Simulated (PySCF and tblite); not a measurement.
The numbers below are computed, except where a source is named.
C9H9FO, numbered as in [CH2:1]=[CH:2][c:3]1[c:4]([OH:5])[cH:6][cH:7][cH:8][c:9]1[CH2:10][F:11].

Level: PBE0-D3(BJ)/6-31G*//GFN2-xTB, thermal terms from GFN2-xTB, symmetry numbers and mirror pairs counted. Conformers within 3 kcal/mol (GFN2-xTB free energy) were kept, 10 at most. GIAO shieldings: PBE0/6-31G*. Shifts are against TMS (¹H), TMS (¹³C), CFCl3 (¹⁹F) at the same level. Codes: tblite and PySCF.

Torsions listed: C1–C2–C3–C4, C3–C4–O5–H5, C3–C9–C10–F11. Of a mirror pair one member is shown.

```
conformer              shape   symmetry  E(GFN2) kcal/mol  E(DFT) kcal/mol
        1      50°, 2°, -69°  C1 (pair)              0.03             0.00
        2   -49°, -2°, -174°  C1 (pair)              0.00             0.30
        3    -130°, 2°, -90°  C1 (pair)              1.24             1.92
        4   137°, -179°, 92°  C1 (pair)              1.01             2.27
        5  -139°, 180°, 147°  C1 (pair)              0.82             2.57
```

Not shown: 1 more, 0.2 % in all.

Q: How much do the weights at 298.15 K and the averaged shift of H2 depend on how the conformers are weighted?

A: 
| weighting | 1 (%) | 2 (%) | 3 (%) | 4 (%) | 5 (%) | δ (ppm) | rms dipole (D) |
| --- | --- | --- | --- | --- | --- | --- | --- |
| DFT energy with thermal terms, symmetry and mirror images (full scheme) | 53 | 43 | 2 | 1 | 1 | 7.11 | 1.76 |
| DFT energy with symmetry and mirror images | 60 | 36 | 2 | 1 | 1 | 7.17 | 1.71 |
| bare DFT energy | 60 | 36 | 2 | 1 | 1 | 7.17 | 1.71 |
| GFN2-xTB energy with symmetry and mirror images | 37 | 39 | 5 | 7 | 10 | 7.09 | 1.96 |
| GFN2-xTB free energy | 32 | 46 | 4 | 5 | 9 | 7.04 | 1.97 |
| leading conformer alone | 100 | 0 | 0 | 0 | 0 | 7.48 | 1.35 |
| equal weights | 17 | 17 | 17 | 17 | 17 | 7.13 | 2.22 |
| full scheme, search stopped after three starts | 100 | 0 | 0 | 0 | 0 | 7.48 | 1.36 |

The largest departure from the full scheme, 0.37 ppm, comes with: leading conformer alone.

The minima are those of GFN2-xTB; planar forms about aryl–S or allylic bonds may be saddles in DFT.


Conformer gaps in 6-31G* on xTB geometries can be 2 kcal/mol off for S=O, P=O and other polar bonds.